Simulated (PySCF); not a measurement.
Two-component Hartree-Fock for Nd⁵¹⁺ (neodymium, charge +51)

Start: [He] 2s2 2p5; 2p1/2 filled at m_j = +1/2; 2p3/2 filled at m_j = -3/2, -1/2, +1/2, +3/2. Calculated with PySCF 2.14 in an even-tempered Gaussian basis (17 s from 31 bohr⁻², ratio 2.4; 13 p from 40 bohr⁻², ratio 2.4; 5 d from 140 bohr⁻², ratio 2.6; 4 f from 210 bohr⁻², ratio 2.6): generalised Hartree-Fock with the X2C-1e Hamiltonian and a Gaussian nucleus; one run each with spin-orbit coupling (SO) screened by Boettger's factors, then bare. This is a chosen level, not necessarily the ground level.

| spinor shell | electrons | ε, screened SO (eV) | ε, bare SO (eV) | weight of nominal j (bare SO) | rms radius, bare SO (bohr) |
| --- | --- | --- | --- | --- | --- |
| 1s1/2 | 2 | -47871.7 | -47871.9 | 1.000 | 0.0269 |
| 2s1/2 | 2 | -10888.8 | -10888.9 | 1.000 | 0.106 |
| 2p1/2 | 1 | -10592.7 | -10607.8 | 1.000 | 0.0906 |
| 2p3/2 | 4 | -10025.0 | -10019.6 | 1.000 | 0.0964 |

| quantity | screened SO | bare SO |
| --- | --- | --- |
| E (hartree) | -6611.06316 | -6610.81407 |
| M_J | 1/2 | 1/2 |
| ⟨J²⟩ | 0.750 | 0.750 |
| ⟨L²⟩ | 2.007 | 2.007 |
| ⟨S²⟩ | 0.757 | 0.757 |

Each row is a mean over spinors that exchange with the open shell spreads, by up to 16.831 eV (2p3/2).

Breit and QED terms are absent; they matter most for the inner s and p1/2 levels.

Densities and radii are taken from the X2C orbitals without a picture-change correction, which distorts them close to the nucleus.
